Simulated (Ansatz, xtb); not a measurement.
The molecule NbN, multiplicity 3 (lowest of 2S+1 = 1, 3, 5, 7, 9 at CCSD(T)/def2-TZVPP on PBE0 minima; our sources give no spin for the ground state, which may be another). No spin–orbit coupling. The T1 diagnostic near the minimum is 0.056, so single-reference values are doubtful.

The constants come from a fifth-degree fit in 1/R (seven points, main isotopes). In def2 and cc sets the state is the lowest found near the PBE0 minimum, followed along R.

The values were computed with Ansatz (Gaussian basis) for Hartree–Fock, density functionals and correlated methods; xtb for the GFN methods. Each number belongs to the level named beside it. In def2 rows elements past Kr take small-core potentials, without spin–orbit coupling. The GFN methods have no spin term and hold the electronic entropy of 300 K.

```csv
level,r_e (Å),ω_e (cm⁻¹),ω_e x_e (cm⁻¹),dipole (D)
GFN1-xTB,1.736,1085,7.3,-
SVWN5/def2-TZVPP,1.651,?,3.7,3.58
PBE/def2-TZVPP,1.664,1073,3.9,3.55
B3LYP/def2-TZVPP,1.652,1099,4.1,3.77
wB97X-V/def2-TZVPP,?,?,3.7,3.66
```

### Question
Fill in the missing entries.

### Answer

- wB97X-V/def2-TZVPP, r_e (Å): 1.627
- wB97X-V/def2-TZVPP, ω_e (cm⁻¹): 1170
- SVWN5/def2-TZVPP, ω_e (cm⁻¹): 1104

Ansatz is a quantum-chemistry and plane-wave program.
